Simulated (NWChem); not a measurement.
Molecule: MoN2H4O2; SMILES [NH2][Mo]([NH2])(=[O])=[O]

```xyz
9

Mo     0.0000     0.0000     0.0818
O      1.4156     0.0000     0.9897
O     -1.4156     0.0000     0.9897
N      0.0000    -1.5941    -1.0060
H      0.8395    -2.0873    -1.2962
H     -0.8395    -2.0873    -1.2962
N      0.0000     1.5941    -1.0060
H      0.8395     2.0873    -1.2962
H     -0.8395     2.0873    -1.2962
```
Atoms are numbered in this order, from 1.

Computed with NWChem. The geometry was optimised at PBE0/def2-SVP. Not confirmed as a minimum by frequencies. def2 effective core potentials on Mo; no spin-orbit coupling. Level PBE/def2-SVP: energy and gradient on several grids; changes count from the extra-fine grid, which is no exact limit either.

| grid | size of the energy change (μHa) | largest change of a gradient component (μHa/bohr) |
|---|---|---|
| xcoarse | 3000 | 20000 |
| coarse | < 10 | 500 |
| medium | < 10 | 70 |
| fine | < 10 | < 30 |
| xfine | < 10 | < 30 |
